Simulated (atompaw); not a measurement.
**tellurium PAW (atompaw): all-electron and pseudo phase curves**

* Element: Te (Z = 52)
* Generator: atompaw 4.2.0.5
* Type: PAW
* Functional: PBE
* Relativity: scalar-relativistic
* Frozen core: [Kr] 4d10
* Valence charge: 6
* Reference configuration: 5s1.75 5p4.25
* Partial waves: 5s (bound): rc 2.60 bohr; 5s channel at 0.9 Ry: rc 2.60 bohr; 5p (bound): rc 2.60 bohr; 5p channel at 2.9 Ry: rc 2.60 bohr; 5d channel at -0.05 Ry: rc 1.80 bohr; 5d channel at 1 Ry: rc 1.80 bohr
* Local potential: bessel scheme, radius 1.75 bohr
* Core correction: smooth core density matched at 1.85 bohr
* Augmentation charge: sinc compensation charge, radius 2.40 bohr; PAW radius 2.60 bohr; waves and projectors: custom polynom vanderbiltortho

The phase is arctan(r·u′/u) with u = r·R(r), unwrapped; energies in Ry, scanned from -3 to 5 Ry. A pole is an energy at which the radial function vanishes at the test radius. The pseudo phase is shifted by a multiple of π to meet the all-electron one at the reference energy, and phase errors are pseudo minus all-electron; the curves can meet again beyond the range given. Levels narrower than the energy grid can be missing from the lists of poles.

```csv
channel,radius (bohr),reference energy (Ry),"poles, all-electron","poles, pseudo",unbroken range about the reference energy with phases within 0.05 rad,phase error 1 Ry above the reference energy (rad)
s,2.62,-1.12,-0.18,-0.18,below 3.4,-0.000
p,2.62,-0.45,1.11,1.10,below 4.7,-0.000
d,2.62,-0.05,3.35,"-2.97, 3.36",above -2.9,+0.000
```

Note: ghost state, extra bound levels that the all-electron valence spectrum of the same l lacks: d at -40.9 eV. A true bound ghost makes a file unfit for plane-wave use.

Phases in the p channel:

```json
{"E (Ry)": "-3.00", "all-electron": "1.302", "pseudo": "1.302"}
{"E (Ry)": "-2.76", "all-electron": "1.284", "pseudo": "1.284"}
{"E (Ry)": "-2.52", "all-electron": "1.262", "pseudo": "1.262"}
{"E (Ry)": "-2.28", "all-electron": "1.234", "pseudo": "1.234"}
{"E (Ry)": "-2.04", "all-electron": "1.199", "pseudo": "1.198"}
{"E (Ry)": "-1.80", "all-electron": "1.150", "pseudo": "1.150"}
{"E (Ry)": "-1.56", "all-electron": "1.081", "pseudo": "1.080"}
{"E (Ry)": "-1.32", "all-electron": "0.972", "pseudo": "0.972"}
{"E (Ry)": "-1.08", "all-electron": "0.785", "pseudo": "0.785"}
{"E (Ry)": "-0.84", "all-electron": "0.425", "pseudo": "0.424"}
{"E (Ry)": "-0.60", "all-electron": "-0.204", "pseudo": "-0.204"}
{"E (Ry)": "-0.36", "all-electron": "-0.802", "pseudo": "-0.802"}
{"E (Ry)": "-0.12", "all-electron": "-1.130", "pseudo": "-1.130"}
{"E (Ry)": "0.12", "all-electron": "-1.304", "pseudo": "-1.304"}
{"E (Ry)": "0.36", "all-electron": "-1.408", "pseudo": "-1.408"}
{"E (Ry)": "0.60", "all-electron": "-1.477", "pseudo": "-1.477"}
{"E (Ry)": "0.84", "all-electron": "-1.527", "pseudo": "-1.528"}
{"E (Ry)": "1.08", "all-electron": "-1.567", "pseudo": "-1.567"}
{"E (Ry)": "1.32", "all-electron": "-1.600", "pseudo": "-1.600"}
{"E (Ry)": "1.56", "all-electron": "-1.629", "pseudo": "-1.629"}
{"E (Ry)": "1.80", "all-electron": "-1.656", "pseudo": "-1.656"}
{"E (Ry)": "2.04", "all-electron": "-1.682", "pseudo": "-1.682"}
{"E (Ry)": "2.28", "all-electron": "-1.708", "pseudo": "-1.708"}
{"E (Ry)": "2.52", "all-electron": "-1.736", "pseudo": "-1.736"}
{"E (Ry)": "2.76", "all-electron": "-1.767", "pseudo": "-1.767"}
{"E (Ry)": "3.00", "all-electron": "-1.803", "pseudo": "-1.803"}
{"E (Ry)": "3.24", "all-electron": "-1.846", "pseudo": "-1.846"}
{"E (Ry)": "3.48", "all-electron": "-1.902", "pseudo": "-1.902"}
{"E (Ry)": "3.72", "all-electron": "-1.977", "pseudo": "-1.978"}
{"E (Ry)": "3.96", "all-electron": "-2.086", "pseudo": "-2.089"}
{"E (Ry)": "4.20", "all-electron": "-2.258", "pseudo": "-2.266"}
{"E (Ry)": "4.44", "all-electron": "-2.549", "pseudo": "-2.570"}
{"E (Ry)": "4.68", "all-electron": "-3.021", "pseudo": "-3.067"}
{"E (Ry)": "4.92", "all-electron": "-3.562", "pseudo": "-3.617"}
```
